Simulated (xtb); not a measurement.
methanethiol (CH₄S), singlet, at a GFN2-xTB geometry. Base run: GFN2-xTB (xtb).

Geometry (Å):
```xyz
6

C     -0.0593     1.1560     0.0111
S     -0.0429    -0.6653    -0.0070
H      1.2819    -0.7971     0.0023
H     -1.1031     1.4523     0.0056
H      0.4244     1.5175     0.9132
H      0.4388     1.5354    -0.8757
```
All else is at xtb's defaults.
Base energy -7.41182 Eh.

Each row names what was changed in the base input (with any setting that the change needs).

```tsv
change	ΔE vs base (kcal/mol)	HOMO-LUMO gap (eV)	dipole (D)	G_solv (kcal/mol)	SCF cycles
base	0.000	4.57	2.34	-	10
acc = 0.1	0.000	4.57	2.34	-	12
alpb = toluene	?	?	?	?	10
alpb = ether	?	?	?	?	10
alpb = water	-0.71	4.65	2.58	-1.55	10
etemp = 10000	-5.70	4.74	2.40	-	10
etemp = 5000	-0.197	4.58	2.34	-	10
```

Question: Some entries are withheld; supply them.

Answer: 
- alpb = toluene, ΔE vs base (kcal/mol): -2.62
- alpb = toluene, HOMO-LUMO gap (eV): 4.59
- alpb = toluene, dipole (D): 2.41
- alpb = toluene, G_solv (kcal/mol): -2.65
- alpb = ether, ΔE vs base (kcal/mol): -3.60
- alpb = ether, HOMO-LUMO gap (eV): 4.61
- alpb = ether, dipole (D): 2.47
- alpb = ether, G_solv (kcal/mol): -3.84

ALPB and GBSA are two models with their own fitted parameters for each solvent, which aren't always the measured dielectric constant.
